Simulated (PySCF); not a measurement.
## Polarisability and C₆ of Os⁻ (osmium, charge -1)

[Xe] 4f14 5d7 6s2, high-spin 4F determinant. All numbers are calculated (PySCF 2.14, a scalar-relativistic core potential, in aug-cc-pwCVTZ-PP with ECP60MDF). Coupled (time-dependent) response in atomic units; α is the mean over directions.

```
method  mean α (bohr³)  C₆ (like pair)     S(−4)
   UHF            4071          111300  57040000
```

S(−4) is the Cauchy moment in α(ω) = α(0) + S(−4) ω² + …

Spin-orbit coupling is absent.

α(iu) at UHF:

```json
{"u (hartree)": "0", "α(iu) (bohr³)": "4071"}
{"u (hartree)": "0.0500", "α(iu) (bohr³)": "223.5"}
{"u (hartree)": "0.100", "α(iu) (bohr³)": "109.2"}
{"u (hartree)": "0.200", "α(iu) (bohr³)": "51.54"}
{"u (hartree)": "0.300", "α(iu) (bohr³)": "32.00"}
{"u (hartree)": "0.500", "α(iu) (bohr³)": "17.41"}
{"u (hartree)": "0.750", "α(iu) (bohr³)": "10.61"}
{"u (hartree)": "1.00", "α(iu) (bohr³)": "7.356"}
{"u (hartree)": "1.50", "α(iu) (bohr³)": "4.257"}
{"u (hartree)": "2.00", "α(iu) (bohr³)": "2.809"}
{"u (hartree)": "3.00", "α(iu) (bohr³)": "1.492"}
{"u (hartree)": "5.00", "α(iu) (bohr³)": "0.6221"}
```

A single London oscillator, α(iu) = α/(1 + u²/ω²), gives C₆ = (3/4) ω α². Matching the computed C₆ needs ω = 4 × 111300 / (3 × 4071²) = 0.00895 hartree.

For an ion, C₆ is the dispersion term alone; charge-induced terms of lower order in 1/R come first.

Energies and moments cover only the electrons outside the core potential. Spin-orbit coupling, absent here, splits the open shell strongly. ⟨S²⟩ = 3.94 against 3.75 shows spin contamination. The outer electron is barely bound at this level, so radii and moments hang on the diffuse functions.
